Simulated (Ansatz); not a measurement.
Gas-phase electronic energies from Ansatz, PBE0-D4/def2-TZVP geometries. CCSD(T)/CBS adds triple-zeta CCSD(T) − MP2 to the extrapolated MP2 energy (def2 sets, frozen cores). This one scheme is used for every species. Functionals use def2-TZVPP. def2 core potentials past Kr. For In outer-core shells are correlated without core-valence functions, which leaves a few kJ/mol of doubt a bond. One conformer a species, not always the lowest.

`[SiH3][O][InH][Cl]` + H₂ → `[SiH3][O][InH2]` + HCl  (hydrogenolysis of the In–Cl bond)

`[SiH3][O][InH][Cl]`:

Cartesian coordinates in Å:
```
Si -1.383 -0.385 -0.056
O -0.200 0.524 0.611
In 1.735 0.738 0.343
Cl 2.457 -0.677 -1.347
H -1.529 -0.105 -1.512
H -1.112 -1.840 0.110
H -2.665 -0.059 0.622
H 2.696 1.804 1.229
```

H₂:

Z-matrix (Å, degrees):
```
H
H 1 0.746
```

`[SiH3][O][InH2]`:

Cartesian coordinates in Å:
```
Si 0.683 0.834 -0.921
O 0.563 -0.328 0.204
In -0.851 -1.202 1.302
H -0.648 1.439 -1.240
H 1.245 0.287 -2.188
H 1.577 1.931 -0.453
H -0.165 -2.396 2.301
H -2.404 -0.564 0.995
```

HCl:

Z-matrix (Å, degrees):
```
Cl
H 1 1.279
```

CCSD(T)/CBS gives +103.2 kJ/mol.

(1) Another level gave +97.8 kJ/mol. Which?
A. ωB97M-V/def2-TZVPP
B. BHLYP-D4/def2-TZVPP
C. LDA (SPW92)/def2-TZVPP
D. LC-ωPBE/def2-TZVPP

Largest T1 diagnostic among the species: 0.015.

Answers

(1) A. ωB97M-V 97.8, LC-ωPBE 91.1, BHLYP-D4 102.3, LDA (SPW92) 85.4 kJ/mol.

The D4 term adds +6.1 kJ/mol with B3LYP and +3.5 kJ/mol with PBE0; it sums over pairs of atoms, weighted by their polarisabilities, and B3LYP, whose exchange is more repulsive, gets the larger term. At CCSD(T), def2-SVP lies −8.7 kJ/mol from the extrapolated value and def2-TZVPP −7.4 kJ/mol.

CCSD(T)/CBS has its own doubt, a few kJ/mol and more with outer-core shells, so smaller differences from it don't rank the levels.

B3LYP here is the variant with VWN-RPA as its local correlation; programs differ in this.
